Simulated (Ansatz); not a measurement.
Reaction (cleavage of the Al–Si bond): `[CH3][AlH][SiH2]F` + `[SH][GeH3]` → `[CH3][AlH][S][GeH3]` + `F[SiH3]`

Calculated with Ansatz (gas phase, PBE0-D4/def2-TZVP geometries, no zero-point term in ΔE). CCSD(T)/CBS adds triple-zeta CCSD(T) − MP2 to the extrapolated MP2 energy (def2 sets, frozen cores). This one scheme is used for every species. Functionals use def2-TZVPP. B3LYP here is the variant with VWN-RPA as its local correlation; programs differ in this. HSE06 is defined as in plane-wave codes. For Ge outer-core shells are correlated without core-valence functions, which leaves a few kJ/mol of doubt a bond. Scalar relativity is left out up to krypton. One conformer a species, not always the lowest.

```csv
level,ΔE (kcal/mol),difference from CCSD(T)/CBS
LDA (SPW92),-29.6,4.2
PBE-D4,-29.3,4.5
revPBE-D4,-29.6,4.2
BLYP-D4,-31.1,2.7
r2SCAN-D4,-32.9,0.9
B97M-V,-32.7,1.1
B3LYP-D4,-32.2,1.6
r2SCANh-D4,-33.2,0.6
r2SCAN0-D4,-33.5,0.3
HSE06-D4,-30.9,2.9
CAM-B3LYP-D4,-32.4,1.4
ωB97X-V,-32.1,1.7
ωB97M-V,-33.8,0.0
PBE-QIDH,-33.5,0.3
revPBE,-27.4,6.4
BLYP,-29.0,4.8
r2SCAN,-32.6,1.2
PBE0,-29.9,3.9
B3LYP,-30.5,3.3
r2SCANh,-32.9,0.9
r2SCAN0,-33.2,0.6
BHLYP,-32.5,1.3
CAM-B3LYP,-31.4,2.4
LC-ωPBE,-30.9,2.9
RPA@PBE/def2-TZVPP,-32.4,1.4
HF/def2-SVP,-34.2,-0.4
MP2/def2-SVP,-36.7,-2.9
CCSD/def2-SVP,-33.8,0.0
CCSD(T)/def2-SVP,-34.1,-0.3
HF/def2-TZVPP,-33.9,-0.1
MP2/def2-TZVPP,-36.7,-2.9
SCS-MP2/def2-TZVPP,-35.5,-1.7
CCSD/def2-TZVPP,-33.1,0.7
CCSD(T)/def2-TZVPP,-33.5,0.3
HF/def2-QZVPP,-33.7,0.1
MP2/def2-QZVPP,-36.9,-3.1
SCS-MP2/def2-QZVPP,-35.7,-1.9
HF/CBS(def2),-33.7,0.1
MP2/CBS(def2),-37.1,-3.3
CCSD/CBS(def2),-33.4,0.4
CCSD(T)/CBS,-33.8,0
```

Largest T1 diagnostic among the species: 0.011.

From PBE to PBE0 (25 % exact exchange), in def2-TZVPP and without D4, ΔE moves by −1.6 kcal/mol. The D4 term adds −1.7 kcal/mol with B3LYP and −0.9 kcal/mol with PBE0; it sums over pairs of atoms, weighted by their polarisabilities, and B3LYP, whose exchange is more repulsive, gets the larger term.
